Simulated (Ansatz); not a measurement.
Cost and result up the ladder for the cluster Ge₄H₆ (10 atoms). Charge 0, multiplicity 1. Geometry: PBE-D4/def2-SVP.

```xyz
10

Ge    1.117    1.100    0.047
Ge   -1.117   -1.101   -0.050
Ge   -1.281    1.324   -0.522
Ge    1.281   -1.323    0.523
H    -1.463    1.881   -1.960
H     2.303   -2.010   -0.424
H     1.419    0.784   -1.494
H    -1.420   -0.787    1.491
H     1.462   -1.879    1.962
H    -2.301    2.009    0.427
```

Ansatz on 4 threads of Intel Xeon Platinum 8223CL on a shared host. Times are rough, and most runs start from the orbitals of an earlier one. No level here is sound enough to serve as a yardstick. Binding counts from free atoms at the same level (Ge triplet, H doublet; other spins of the atoms weren't run), without zero-point energy or a counterpoise term.

LC-ωPBE has ω = 0.4 bohr⁻¹. Correlated methods freeze 36 core orbitals; core or outer-core shells of Ge are correlated, in sets that lack core-valence functions. The rows differ in basis, and correlated rows in double-zeta sets carry the largest basis error. Another isomer (singlet) lies 0.36 eV lower at PBE0-D4/def2-TZVP; other spin states weren't run for this one.

Correlated methods converge slowly with the basis, most of all in double-zeta sets.

```csv
level,functions,wall time
PBE-D4/def2-TZVP (with forces),228,2.9 s
LC-ωPBE/def2-TZVP,228,3.7 s
r2SCAN-D4/def2-TZVP,228,4.4 s
PBE0-D4/def2-TZVP,228,6 s
CAM-B3LYP-D4/def2-TZVP,228,6.5 s
CCSD(T)/def2-SVP,158,30 s
```

Q: Estimate what each level gives for the binding energy per atom (eV).

A: 
```json
{"level": "PBE-D4/def2-TZVP (with forces)", "binding energy per atom (eV)": "2.64", "remarks": "restricted SCF unstable in HF"}
{"level": "LC-ωPBE/def2-TZVP", "binding energy per atom (eV)": "2.52", "remarks": "restricted SCF unstable in HF"}
{"level": "r2SCAN-D4/def2-TZVP", "binding energy per atom (eV)": "2.66", "remarks": "restricted SCF unstable in HF"}
{"level": "PBE0-D4/def2-TZVP", "binding energy per atom (eV)": "2.60", "remarks": "restricted SCF unstable in HF"}
{"level": "CAM-B3LYP-D4/def2-TZVP", "binding energy per atom (eV)": "2.58", "remarks": "restricted SCF unstable in HF"}
{"level": "CCSD(T)/def2-SVP", "binding energy per atom (eV)": "2.43", "remarks": "restricted SCF unstable"}
```
